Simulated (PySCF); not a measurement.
C4H9BO3.
Atom-mapped SMILES: `[CH3:1][O:2][C@@H:3]1[CH2:4][O:5][B:6]([CH3:7])[O:8]1` (hydrogens: H9, H10, H11 on C1; H12 on C3; H13, H14 on C4; H15, H16, H17 on C7)

Level: CAM-B3LYP/def2-SVPD in PySCF, non-relativistic, on one gas-phase PBE0-D3(BJ)/def2-SVP geometry that isn't relaxed in the solvent. The solvent is an IEF-PCM continuum (cavity from Bondi-type radii × 1.2), and excitations are vertical TDDFT with non-equilibrium linear response and a frozen core. Specific hydrogen bonds and non-electrostatic terms are outside this model.

Gas-phase singlets (H = HOMO, L = LUMO):

```csv
state,E (eV),λ (nm),f,leading configuration
S1,7.848,158,0.007,H→L 55%
S2,7.936,156,0.012,H-1→L 69%
S3,8.463,146,0.055,H→L+1 34%
S4,8.591,144,0.025,H-1→L+1 21%
S5,8.653,143,0.020,H→L+2 47%
```

How does the list change in acetone (ε = 20.49)?

| state | E (eV) | λ (nm) | f | leading configuration | change by rank (eV) |
| --- | --- | --- | --- | --- | --- |
| S1 | 7.872 | 158 | 0.002 | H→L 57% | +0.024 |
| S2 | 7.983 | 155 | 0.009 | H-1→L 68% | +0.047 |
| S3 | 8.507 | 146 | 0.068 | H→L+1 44% | +0.044 |
| S4 | 8.660 | 143 | 0.043 | H-1→L+3 21% | +0.069 |
| S5 | 8.758 | 142 | 0.013 | H-2→L 67% | +0.105 |

The ground-state energy changes by -0.206 eV from gas to acetone. By how much does the total energy of gas-phase S2 change?

E(S2) = E(S0) + excitation energy, so it changes by -0.206 + 0.047 = -0.159 eV: it is lowered less than the ground state, which is what a blue shift means. This is the vertical state, with the slow part of the continuum still set for S0.

How do the frontier levels move from gas to acetone?

| orbital | gas (eV) | solvent (eV) | change (eV) | Löwdin shares, gas | Löwdin shares, solvent |
| --- | --- | --- | --- | --- | --- |
| LUMO+2 | 1.79 | 1.99 | +0.20 | H13 15 %, C1 11 %, C4 10 %, O5 8 % | H13 13 %, O5 12 %, O8 11 %, C4 11 % |
| LUMO+1 | 1.62 | 1.82 | +0.20 | C1 20 %, H10 12 %, O2 10 %, H12 9 % | C1 24 %, O2 13 %, H10 10 %, H11 9 % |
| LUMO | 0.94 | 0.95 | +0.01 | B6 46 %, C7 6 %, O5 5 %, C4 5 % | B6 49 %, C7 7 %, O5 7 %, O8 5 % |
| HOMO | -9.66 | -9.60 | +0.06 | O2 54 %, C1 12 %, C3 6 %, H9 6 % | O2 53 %, C1 13 %, C3 6 %, H9 6 % |
| HOMO-1 | -9.93 | -9.97 | -0.04 | O5 36 %, O8 25 %, O2 9 %, C4 9 % | O5 34 %, O8 24 %, C4 10 %, O2 10 % |
| HOMO-2 | -10.64 | -10.62 | +0.02 | O2 26 %, O5 17 %, C4 12 %, C3 12 % | O2 26 %, O5 16 %, C4 13 %, C3 12 % |
| HOMO-3 | -11.28 | -11.29 | -0.01 | O5 20 %, O8 17 %, C7 12 %, C4 11 % | O8 17 %, O5 16 %, C4 13 %, C3 10 % |

The HOMO–LUMO gap goes from 10.60 to 10.55 eV.

The values belong to the conformer `[CH3:1][O:2][C@@H:3]1[CH2:4][O:5][B:6]([CH3:7])[O:8]1`: C1–O2–C3–C4 -178°.
